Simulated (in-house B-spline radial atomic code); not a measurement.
A run on neutral phosphorus (an excited or competing configuration) that did not converge. Method: scalar-relativistic (X2C) wB97X, spin-polarised, spherical fractional occupations, exact exchange averaged over the configuration, Fermi nucleus of rms radius 3.1889 fm; computed with a B-spline radial code for spherical atoms.

Command:
```bash
python run_scf.py task.json out
```
Settings (nuclear radius in fm, mass in u):
```
Z                15
configuration    [He] 2s2 2p5 3s2 3p3 4f1
hamiltonian      x2c
method           wb97x
spin_polarised   True
nucleus          fermi
rms_radius       3.1889
atomic_mass      30.97376
speed_of_light   137.035999084
exact_exchange   averaged over the configuration
```

First and last ten iterations of the last attempt (damped for 15 steps, keeping 80 % of the old Fock matrix, then DIIS):
```
 iter        energy (Eh)    residual
    1        -333.997272    2.40e-01
    2        -336.592134    1.13e-01
    3        -336.825966    8.10e-02
    4        -336.922566    5.80e-02
    5        -336.972046    4.25e-02
    6        -336.999530    3.29e-02
    7        -337.013996    2.55e-02
    8        -337.022725    1.99e-02
    9        -337.027318    1.59e-02
   10        -337.029609    1.31e-02
  111        -337.033728    1.58e-03
  112        -337.033696    1.79e-03
  113        -337.033299    1.32e-03
  114        -337.032359    1.32e-03
  115        -337.032985    1.92e-03
  116        -337.033369    1.55e-03
  117        -337.033755    6.97e-04
  118        -337.033444    1.04e-03
  119        -337.033416    1.01e-03
  120        -337.033757    5.36e-04
 not converged after 120 iterations
```

The smallest residual met was 5.4e-04; the threshold is about 1e-07. No energy from this run should be used. Time taken, with all properties: 14 s on 1 thread of Intel(R) Xeon(R) Platinum 8488C, with other jobs on the host.
